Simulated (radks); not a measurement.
The numbers below are computed, except where a source is named.
The mean radii <r> (bohr) of the occupied orbitals of an atom or ion are listed with their occupations. Code: a radial shooting solver on a logarithmic mesh with Libxc functionals. Model: scalar-relativistic Kohn-Sham, BLYP, spin-unpolarised, spherical densities, point nucleus.

orbital  occ.      <r>
1s          2  0.05619
2s          2   0.2555
2p          6   0.2250
3s          2   0.7686
3p          6   0.8062
3d          6   0.9550
4p          1    2.729

Name the element and its charge.

Answer. Z = 27, cobalt, charge +2: Co2+ in [Ar] 3d6 4p1. The 1s radius gives Z: for a bare nucleus <r> = (2 gamma + 1)/(2Z) with gamma = sqrt(1 - (Z/c)^2), 0.05483 bohr for Z = 27, and screening makes it slightly larger (0.05619 here). The occupations add up to 25, and the charge is Z minus that.
